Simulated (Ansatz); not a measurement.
Coupled-cluster diagnostics for the cluster Pd3S2, Ansatz.

Geometry of the singlet (PBE-D4/def2-SVP):

```xyz
5

Pd   -0.663   -0.626   -1.618
Pd    0.412    1.075    0.428
Pd   -0.233   -1.709    0.689
S     0.597   -0.264    2.157
S    -0.113    1.525   -1.655
```

In the def2 sets Pd takes a core potential; there is no spin–orbit coupling. Correlated methods freeze 10 core orbitals; core or outer-core shells of Pd are correlated, in sets that lack core-valence functions. Another isomer (singlet) lies 0.94 eV lower at PBE0-D4/def2-TZVP; other spin states weren't run for this one.

(1) Estimate the CCSD(T) correlation energy, the shares of MP2 and (T), T1 and the reference's ⟨S²⟩ for: charge 0, singlet, own geometry in def2-SVP; and the rough time on 4 threads of Arm Neoverse V2 on a shared host.

Answers

(1) 
```tsv
state	basis	correlation (eV)	MP2 share (%)	(T) share (%)	T1	⟨S²⟩ (pure)	wall time	remarks
charge 0, singlet, own geometry	def2-SVP	-39.762	100.0	5.5	0.040	0.00 (0.00)	2.3 min	restricted SCF unstable
```
Customary marks for T1 are 0.02 (closed shells), 0.045 (open shells) and about 0.05 (3d metals). T1 exceeds 0.02 in 1 of 1 rows and 0.045 in 0; the higher it lies, the less the single-reference result can be trusted.
